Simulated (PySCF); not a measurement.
Delta-SCF ions had no search for a lower state. Excitations are Tamm–Dancoff values on a coarser integration grid. The basis has no diffuse functions, so Rydberg states are missing or too high.

Cartesian coordinates (Å):
```xyz
6

O     -1.0683     0.5741     0.0075
C     -0.3585    -0.4921    -0.0049
S      1.2995    -0.7099    -0.0106
H     -0.5782     1.4203     0.0154
H     -0.9545    -1.4043    -0.0132
H      1.6599     0.5935     0.0021
```
Charge +1, spin multiplicity 1.

Predict the S1 oscillator strength, vertical ionisation energy (Delta-SCF), T1 excitation (TDA), LUMO and S1–T1 gap (TDA) from TPSSh-D3(BJ)/def2-TZVP (PySCF 2.14.0).


```yaml
S1 oscillator strength: 0.001
vertical ionisation energy (Delta-SCF): 17.74 eV
T1 excitation (TDA): 3.93 eV
LUMO: -9.03 eV
S1–T1 gap (TDA): 2.58 eV
```
